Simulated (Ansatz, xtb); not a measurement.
## A geometry optimisation of FGe2In+ with r2SCAN-D4/def2-SVP

The starting geometry of this gas-phase doublet has its atoms placed at random.

```
atom    x (Å)    y (Å)    z (Å)
   F  -1.5559   0.1436   0.0654
  Ge   0.2471  -1.3292   0.6488
  Ge   0.5166   1.7153  -0.5069
  In   0.2823  -0.1789  -1.8425
```

Q: Guess where an optimisation with r2SCAN-D4/def2-SVP ends from this start.

A: It ends as a structure with F1 bridging Ge2 and Ge3, given below by its coordinates. Distances that change by over a tenth: F1–Ge2 (2.40 → 2.04 Å), F1–Ge3 (2.66 → 2.12 Å), Ge3–In4 (2.33 → 3.11 Å). Contacts that open: Ge2–In4 (2.74 → 4.45 Å). Contacts that close: Ge2–Ge3 (3.27 → 2.44 Å).

The energy falls by 2.87 eV over 28 steps:

```json
{"step": "1", "E − E(last) (eV)": "2.865"}
{"step": "4", "E − E(last) (eV)": "0.860"}
{"step": "7", "E − E(last) (eV)": "0.799"}
{"step": "10", "E − E(last) (eV)": "0.638"}
{"step": "13", "E − E(last) (eV)": "0.394"}
{"step": "16", "E − E(last) (eV)": "0.246"}
{"step": "19", "E − E(last) (eV)": "0.098"}
{"step": "22", "E − E(last) (eV)": "0.075"}
{"step": "25", "E − E(last) (eV)": "0.014"}
{"step": "28", "E − E(last) (eV)": "0.000"}
```

Final geometry (Å):

```tsv
atom	x (Å)	y (Å)	z (Å)
F	-0.8181	-0.2545	-0.3987
Ge	-0.5262	-0.1629	1.6213
Ge	1.0602	0.6674	-0.0423
In	-0.2258	0.1009	-2.8156
```

From the same start GFN2-xTB reaches the same bonding as this run.

From so rough a start the end depends on the optimiser's path, so another program may land elsewhere. No frequencies were run, so the end isn't proven a minimum. Open shells are spin-unrestricted. Atoms past krypton carry core potentials, without spin–orbit terms. Run with Ansatz 0.2.0, 3.4 min on 2 threads of Intel(R) Xeon(R) 6975P-C (Granite Rapids) (shared host).
